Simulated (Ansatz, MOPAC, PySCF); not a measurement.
Ligands exchanged one at a time, B CH3-SH. Isolated molecules, 0 K electronic values unless said otherwise. One relaxed conformer stands for each flexible species; it need not be the lowest. Strings in code marks are SMILES.

Quantity: vertical ionisation energy (energy after one electron is removed minus that of the parent at the parent's geometry), in eV.

Level 1: B3LYP/6-31G* // B3LYP-D3(BJ)/def2-TZVP (PySCF)
Level 2: minus the HOMO energy of AM1 // B3LYP-D3(BJ)/def2-TZVP (MOPAC)
Level 3: minus the HOMO energy of B3LYP/6-31G* // B3LYP-D3(BJ)/def2-TZVP (PySCF)
Level 4: HF/cc-pVTZ // B3LYP-D3(BJ)/def2-TZVP (Ansatz, a program for electronic structure)

```tsv
species	level 1	level 2	level 3	level 4
`CB(S)S` (S–B–S–H torsion -180°, S–B–S–H torsion 180°)	9.29	9.29	[?]	[?]
`CB(C)S` (C–B–S–H torsion 2°)	10.05	[?]	7.41	8.98
`SB(S)S`	9.45	9.49	7.20	8.96
```

Question: What belongs in the gaps?

Answer: 
- `CB(S)S` (S–B–S–H torsion -180°, S–B–S–H torsion 180°), level 3: 6.97
- `CB(S)S` (S–B–S–H torsion -180°, S–B–S–H torsion 180°), level 4: 8.82
- `CB(C)S` (C–B–S–H torsion 2°), level 2: 9.80
